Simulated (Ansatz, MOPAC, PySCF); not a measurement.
System: CaCl, charge 1, multiplicity 1. SMILES: [Ca+][Cl]
Geometry: optimised at B3LYP-D3(BJ)/def2-TZVP (Ansatz, a first-principles code).

Quantity: vertical ionisation energy to the doublet, in eV. Set-up: LANL2DZ with its own core potentials from Na on; 6-311+G** with 5d, 6d on Na to Ar in Ansatz; spin-orbit terms left out; non-relativistic; six Cartesian d functions in 6-31G* and its kin unless marked 5d; each state is the SCF solution reached for its charge and spin; frozen cores in correlated levels (noble-gas shells and the d and f shells of earlier blocks; the outer core of K, Ca and congeners matters and is frozen too); UHF or UKS for open shells. First-principles rows: single points at B3LYP-D3(BJ) geometries (Ansatz). Semi-empirical rows: differences of heats of formation at the shared geometry for vertical values. The spin state of an ion or metal species was assumed, not searched.

```json
[
 {"level": "AM1", "program": "MOPAC", "vertical ionisation energy to the doublet (eV)": "15.18"},
 {"level": "PM3", "program": "MOPAC", "vertical ionisation energy to the doublet (eV)": "14.22"},
 {"level": "PM6", "program": "MOPAC", "vertical ionisation energy to the doublet (eV)": "14.10"},
 {"level": "MNDO", "program": "MOPAC", "vertical ionisation energy to the doublet (eV)": "16.11"},
 {"level": "HF/6-31G*", "program": "Ansatz", "vertical ionisation energy to the doublet (eV)": "14.34"},
 {"level": "HF/6-31G* with LANL2DZ past Ar", "program": "Ansatz", "vertical ionisation energy to the doublet (eV)": "13.71"},
 {"level": "PBE/6-31G* with LANL2DZ past Ar", "program": "Ansatz", "vertical ionisation energy to the doublet (eV)": "15.08"},
 {"level": "PBE/6-311+G**", "program": "Ansatz", "vertical ionisation energy to the doublet (eV)": "15.92"},
 {"level": "B3LYP/STO-3G", "program": "Ansatz", "vertical ionisation energy to the doublet (eV)": "14.18"},
 {"level": "B3LYP/6-31G*", "program": "Ansatz", "vertical ionisation energy to the doublet (eV)": "15.93"},
 {"level": "B3LYP/6-31G* with LANL2DZ past Ar", "program": "Ansatz", "vertical ionisation energy to the doublet (eV)": "15.05"},
 {"level": "B3LYP/6-311+G**", "program": "Ansatz", "vertical ionisation energy to the doublet (eV)": "15.83"},
 {"level": "M06-2X/6-31G* with LANL2DZ past Ar (5d)", "program": "PySCF", "vertical ionisation energy to the doublet (eV)": "15.58"},
 {"level": "MP2/6-31G*", "program": "Ansatz", "vertical ionisation energy to the doublet (eV)": "15.17"},
 {"level": "PBE/def2-TZVPD", "program": "Ansatz", "vertical ionisation energy to the doublet (eV)": "15.88"},
 {"level": "PBE0/def2-TZVPD", "program": "Ansatz", "vertical ionisation energy to the doublet (eV)": "15.70"},
 {"level": "wB97X-V/def2-TZVPD", "program": "Ansatz", "vertical ionisation energy to the doublet (eV)": "15.63"}
]
```

No value to compare with is used here. The 14 habitual levels span 13.71 (HF/6-31G* with LANL2DZ past Ar) to 16.11 eV (MNDO); PBE/def2-TZVPD gives 15.88.

The levels are drawn from those run, B3LYP/6-31G* more often than the rest, none by its result; runs whose electronic state is in doubt are left out.
